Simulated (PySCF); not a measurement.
A species of formula C3H11NSi2 has this rotational fingerprint, computed with wB97X-D/def2-SVPD in PySCF (dipole) on a GFN2-xTB geometry, gas phase:

| Item | Value |
| --- | --- |
| Rotational constants | A = 2989, B = 1226, C = 958.8 MHz |
| Dipole components | \|μa\| = 1.69 D, \|μb\| = 0.29 D, \|μc\| = 0.67 D |
| Inertial defect | -54.13 u·Å² |
| κ | -0.74 |

Question: Which structure is it? (One computed conformer of each.)
A. `[CH2:1]=[CH:2][CH2:3][N:4]([SiH3:5])[SiH3:6]` with C1–C2–C3–N4 116°, C2–C3–N4–Si5 -79°
B. `[SiH3:1][N:2]([SiH3:3])[CH:4]1[CH2:5][CH2:6]1` with Si1–N2–C4–C5 -149°
C. `[CH3:1]/[CH:2]=[N:3]/[Si@@H:4]([CH3:5])[SiH3:6]` with C2–N3–Si4–C5 128°
D. `[CH2:1]1[CH2:2][NH:3][SiH2:4][SiH2:5][CH2:6]1` with C6–C1–C2–N3 -77°, C1–C2–N3–Si4 65°, C2–N3–Si4–Si5 -39°, N3–Si4–Si5–C6 25°

Answer: C. It is C/C=N/[Si@@H](C)[SiH3], an asymmetric top, point group C1. The candidates at the same level (rigid rotor, commonest isotopes):

```json
{"SMILES": "C=CCN([SiH3])[SiH3]", "A (MHz)": "2777", "B (MHz)": "1670", "C (MHz)": "1176", "μa (D)": "0.51", "μb (D)": "0.26", "μc (D)": "0.10", "Δ (u·Å²)": "-54.76", "point group": "C1", "rotor": "asymmetric top"}
{"SMILES": "C1CN[SiH2][SiH2]C1", "A (MHz)": "2601", "B (MHz)": "2524", "C (MHz)": "1393", "μa (D)": "0.47", "μb (D)": "1.35", "μc (D)": "0.33", "Δ (u·Å²)": "-31.74", "point group": "C1", "rotor": "asymmetric top"}
{"SMILES": "[SiH3]N([SiH3])C1CC1", "A (MHz)": "2651", "B (MHz)": "2057", "C (MHz)": "1272", "μa (D)": "0.72", "μb (D)": "0.30", "μc (D)": "0.09", "Δ (u·Å²)": "-38.94", "point group": "C1", "rotor": "asymmetric top"}
{"SMILES": "C/C=N/[Si@@H](C)[SiH3]", "A (MHz)": "2989", "B (MHz)": "1226", "C (MHz)": "958.8", "μa (D)": "1.69", "μb (D)": "0.29", "μc (D)": "0.67", "Δ (u·Å²)": "-54.13", "point group": "C1", "rotor": "asymmetric top"}
```

`C1CN[SiH2][SiH2]C1` has B 106 % too high; `C=CCN([SiH3])[SiH3]` has B 36 % too high; `[SiH3]N([SiH3])C1CC1` has B 68 % too high. No structure here is proved a minimum.
